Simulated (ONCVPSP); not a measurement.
# Mn (Z = 25), ONCV: configuration errors across variants

| Quantity | Value |
| --- | --- |
| Element | manganese (Mn) |
| Generator | ONCVPSP 4.0.1 |
| Type | optimised norm-conserving Vanderbilt (ONCV) |
| Functional | PBE |
| Relativity | scalar-relativistic |
| Frozen core | [Ne] 3s2 |
| Valence charge | 13 |
| Reference configuration | 3p6 3d5 4s2 |
| Partial waves | 4s: rc 2.15 bohr, ncon 4, nbas 7, qcut 2.4 1/bohr, 2 projectors, debl 1.7 Ha; 3p: rc 1.00 bohr, ncon 4, nbas 7, qcut 7.7 1/bohr, 2 projectors, debl 0.9 Ha; 3d: rc 1.55 bohr, ncon 4, nbas 8, qcut 10.3 1/bohr, 3 projectors, debl 3.3 Ha |
| Local potential | polynomial inside 0.90 bohr (lpopt 5, dvloc0 0 Ha) |
| Core correction | Teter function fitted to the true core (icmod 2), fcfact 0.2 |

In the p channel the program set the typed energies aside and used -2.006, 0.250 Ha.

All-electron excitation energies from the reference (eV): (1) 3p6 3d5 4s1 8.416; (2) 3p6 3d5 4s0 24.015; (3) 3p6 3d4 4s0 56.534; (4) 3p6 3d5.5 4s1.5 -0.482.

1 further variants failed, have other tests or too few solved ones, and are left out.

A true bound ghost makes a file unfit for plane-wave use even where its test errors are small: the radial tests pick states by their node count and pass the ghost by.

Errors AE − PS in meV (a dash: test not solved or not reliable):

| change | (1) | (2) | (3) | (4) | bound ghosts | GHOST(+) flags above zero |
| --- | --- | --- | --- | --- | --- | --- |
| base | -4.5 | -18 | +115 | -10 | s | none |
| all radii but the core radius scaled by about 1.16 (s 2.50, p 1.16, d 1.80 bohr); local potential polynomial inside 1.04 bohr (lpopt 5, dvloc0 0 Ha) | -3.3 | -13 | +93 | -1.7 | s | none |
| local potential polynomial inside 0.90 bohr (lpopt 5, dvloc0 7 Ha) | -7.8 | -20 | +112 | – | s | none |
| core correction Teter function fitted to the true core (icmod 2), fcfact 0.66 | -3.8 | -12 | +142 | -8.7 | s | none |
| s: rc 2.92 | -6.0 | -38 | -56 | +2.3 | s | none |
| p: ncon 3, nbas 6 | -4.5 | -18 | +115 | -10 | s | none |
| core correction Teter function fitted to the true core (icmod 2), fcfact 0.25 | -4.3 | -16 | +122 | -9.9 | s | none |
| local potential polynomial inside 0.75 bohr (lpopt 3, dvloc0 4 Ha) | -4.5 | -18 | +115 | -10 | s | none |
| d: rc 2.2 | -2.4 | -10 | +170 | +7.8 | s | none |

(1) Give the same row for: s: qcut 1.8; p: qcut 5.6; d: qcut 7.5.

Results:

(1) -2.4, -6.0, +118, -2.0; bound ghosts: s; GHOST(+) flags above zero: d.
